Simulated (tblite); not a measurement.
Compound: C6H8FP.
Atom-mapped SMILES: `[CH3:1][c:2]1[cH:3][c:4]([CH3:5])[c:6]([F:7])[pH:8]1` (hydrogens: H9, H10, H11 on C1; H12 on C3; H13, H14, H15 on C5; H16 on P8)

Computed with GFN2-xTB (tblite), gas phase: L-BFGS steps from a force-field or distance-geometry start until the largest atomic force falls under 0.01 eV/Å.

Step 14: E = -656.8414 eV
```
atom  x, y, z in Å  |  force x, y, z in eV/Å
C1      2.6053   -0.4374   -0.1149    0.085  -0.041   0.014
C2      1.2103    0.0866   -0.1164    0.083   0.050  -0.091
C3      0.1061   -0.6781   -0.0173    0.069   0.043  -0.003
C4     -1.1530    0.0301   -0.0217    0.025  -0.016   0.003
C5     -2.4532   -0.6923    0.0950   -0.032   0.034  -0.027
C6     -0.9573    1.3636   -0.1166   -0.012  -0.081   0.048
F7     -1.9426    2.2838   -0.1134   -0.016  -0.042  -0.080
P8      0.7628    1.8157   -0.4802    0.022  -0.053   0.033
H9      3.2010   -0.0210    0.6957   -0.056   0.135   0.038
H10     3.1155   -0.2019   -1.0472   -0.022   0.004  -0.032
H11     2.5836   -1.5156    0.0175    0.036  -0.088  -0.065
H12     0.1516   -1.7516    0.0811   -0.094   0.008   0.062
H13    -3.2477   -0.1133   -0.3697   -0.039  -0.003   0.036
H14    -2.3715   -1.6589   -0.4030   -0.065   0.063   0.055
H15    -2.7180   -0.8634    1.1410    0.060   0.020  -0.071
H16     1.0994    2.3627    0.7585   -0.044  -0.033   0.081
```

Step 15: E = -656.8450 eV
```
atom  x, y, z in Å  |  force x, y, z in eV/Å
C1      2.6072   -0.4380   -0.1169    0.054  -0.019   0.012
C2      1.2102    0.0861   -0.1206    0.107  -0.052  -0.075
C3      0.1053   -0.6782   -0.0189    0.093   0.039   0.016
C4     -1.1536    0.0316   -0.0233    0.062  -0.108   0.010
C5     -2.4541   -0.6908    0.0957   -0.011   0.042  -0.027
C6     -0.9525    1.3628   -0.1229   -0.107  -0.073   0.072
F7     -1.9375    2.2821   -0.1146   -0.045   0.011  -0.089
P8      0.7653    1.8154   -0.4784    0.059  -0.031  -0.038
H9      3.1960   -0.0135    0.6950   -0.043   0.100   0.024
H10     3.1188   -0.2010   -1.0485   -0.029   0.006  -0.019
H11     2.5918   -1.5178    0.0147    0.018  -0.031  -0.053
H12     0.1493   -1.7512    0.0898   -0.086   0.025   0.038
H13    -3.2472   -0.1096   -0.3666   -0.067   0.005   0.018
H14    -2.3756   -1.6579   -0.4014   -0.054   0.067   0.036
H15    -2.7193   -0.8644    1.1405    0.069   0.034  -0.046
H16     1.0884    2.3534    0.7650   -0.018  -0.014   0.120
```

Step 16: E = -656.8492 eV
```
atom  x, y, z in Å  |  force x, y, z in eV/Å
C1      2.6107   -0.4392   -0.1192    0.022   0.009   0.001
C2      1.2124    0.0846   -0.1275    0.070  -0.153  -0.036
C3      0.1059   -0.6781   -0.0205    0.106   0.019   0.035
C4     -1.1533    0.0310   -0.0251    0.097  -0.105   0.005
C5     -2.4553   -0.6880    0.0960    0.007   0.034  -0.019
C6     -0.9488    1.3609   -0.1297   -0.144  -0.088   0.082
F7     -1.9323    2.2802   -0.1178   -0.077   0.055  -0.096
P8      0.7691    1.8147   -0.4765    0.067   0.003  -0.075
H9      3.1889   -0.0024    0.6947   -0.021   0.041  -0.001
H10     3.1224   -0.1998   -1.0506   -0.021   0.006  -0.003
H11     2.6025   -1.5210    0.0105    0.005   0.044  -0.028
H12     0.1447   -1.7503    0.1012   -0.058   0.028   0.008
H13    -3.2479   -0.1048   -0.3624   -0.084   0.020  -0.001
H14    -2.3817   -1.6556   -0.3989   -0.043   0.046  -0.004
H15    -2.7195   -0.8650    1.1393    0.068   0.049   0.005
H16     1.0746    2.3418    0.7753    0.005  -0.011   0.128
```

Step 17: E = -656.8529 eV
```
atom  x, y, z in Å  |  force x, y, z in eV/Å
C1      2.6150   -0.4405   -0.1215   -0.007   0.036  -0.011
C2      1.2158    0.0809   -0.1352    0.030  -0.162   0.002
C3      0.1083   -0.6785   -0.0213    0.063  -0.025   0.049
C4     -1.1517    0.0292   -0.0269    0.072  -0.090   0.000
C5     -2.4564   -0.6848    0.0959    0.020   0.025  -0.009
C6     -0.9476    1.3575   -0.1353   -0.105  -0.017   0.063
F7     -1.9291    2.2791   -0.1229   -0.074   0.045  -0.097
P8      0.7735    1.8139   -0.4748    0.035   0.022  -0.053
H9      3.1814    0.0091    0.6945    0.009  -0.018  -0.024
H10     3.1255   -0.1985   -1.0529    0.001   0.010   0.006
H11     2.6130   -1.5236    0.0059    0.003   0.095   0.001
H12     0.1391   -1.7490    0.1125   -0.020   0.007  -0.016
H13    -3.2498   -0.0997   -0.3584   -0.071   0.028  -0.008
H14    -2.3884   -1.6525   -0.3966   -0.034   0.014  -0.047
H15    -2.7182   -0.8645    1.1382    0.061   0.061   0.051
H16     1.0621    2.3308    0.7875    0.018  -0.030   0.091
```

Q: Estimate the geometry and energy of step 18. (The exact step hangs on the optimiser's Hessian estimate; all steps are aligned on step 17, rigid shifts and turns removed.)

A: E = -656.8551 eV, largest force 0.109 eV/Å
```
atom  x, y, z in Å  |  force x, y, z in eV/Å
C1      2.6178   -0.4409   -0.1230   -0.011   0.043  -0.021
C2      1.2187    0.0769   -0.1399   -0.021  -0.090   0.021
C3      0.1108   -0.6794   -0.0209    0.013  -0.044   0.048
C4     -1.1498    0.0267   -0.0280    0.028  -0.011  -0.006
C5     -2.4569   -0.6825    0.0955    0.009   0.007   0.001
C6     -0.9487    1.3553   -0.1371   -0.029   0.009   0.034
F7     -1.9293    2.2786   -0.1282   -0.057   0.012  -0.092
P8      0.7763    1.8136   -0.4737   -0.010   0.009   0.001
H9      3.1769    0.0156    0.6940    0.035  -0.042  -0.028
H10     3.1273   -0.1977   -1.0543    0.021   0.017   0.003
H11     2.6193   -1.5239    0.0031    0.007   0.093   0.021
H12     0.1351   -1.7483    0.1187    0.009  -0.035  -0.023
H13    -3.2521   -0.0964   -0.3562   -0.036   0.024   0.000
H14    -2.3931   -1.6505   -0.3960   -0.031  -0.002  -0.064
H15    -2.7158   -0.8629    1.1383    0.054   0.063   0.062
H16     1.0561    2.3248    0.7962    0.020  -0.055   0.042
```

The energy changes by -0.0023 eV. The first-order estimate −F·Δx gives -0.0032 eV and the mean of the old and new forces, exact on a quadratic surface, -0.0022 eV. The step makes an angle of 66° with the force vector and moves no atom by more than 0.012 Å.

The cost below is that of the whole relaxation. The run took 0.49 s wall on one thread, Arm Neoverse V1 (aarch64), shared host with 32 logical CPUs at a one-minute load of 10.
